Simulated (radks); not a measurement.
All-electron atom: Hf50+ in [Ar] 3d4.

Method: non-relativistic Kohn-Sham, LB94 model potential, spin-polarised, spherical densities, point nucleus; open shells are filled with parallel spins first (spin-orbit coupling, left out, can overturn this in heavy ions); relativity is left out, which matters for an element this heavy; computed with a radial shooting solver on a logarithmic mesh with Libxc functionals.

Energy parts (eV):
kinetic: 330236.93
electron-nucleus: -703601.63
Hartree: 48224.48
(The LB94 potential has no energy functional, so no total or exchange-correlation energy is given.)

Orbitals (lengths in bohr, moments of r in powers of bohr; <r^-3> diverges for s and p1/2):
orbital,occ.,eigenvalue (eV),<r^4>,<r^-3>,<r>
1s up,1,-63522.78,8.788e-07,-,0.02102
1s down,1,-63523.54,8.788e-07,-,0.02103
2s up,1,-12943.66,0.0001391,-,0.08834
2s down,1,-12941.17,0.0001384,-,0.08825
2p up,3,-12550.46,0.00008739,13210,0.07473
2p down,3,-12550.50,0.00008694,13230,0.07466
3s up,1,-4954.824,0.003987,-,0.2147
3s down,1,-4932.415,0.004019,-,0.2152
3p up,3,-4790.213,0.003446,3182,0.2036
3p down,3,-4766.325,0.003476,3164,0.2040
3d up,4,-4511.866,0.002145,569.2,0.1762
3d down,0,-4488.785,0.002156,571.3,0.1762

The highest occupied level is 3d up at -4511.9 eV. Summed over all electrons, <r^2> = 0.5953 bohr^2, which gives a Langevin (diamagnetic) susceptibility term of -0.471 x 10^-6 cm^3/mol. The density falls to 0.001 e/bohr^3 at r = 0.64 bohr. Spin moment in Bohr magnetons: 4. The electron density at the nucleus is 2.666e+05 e/bohr^3. For comparison, the ionisation energy in NIST's Atomic Spectra Database is 4573 eV (theoretical). In exact Kohn-Sham theory the highest level is minus the ionisation energy, but local and semilocal functionals leave it too shallow, through self-interaction and a potential that decays too fast; potentials with the right tail come closer.
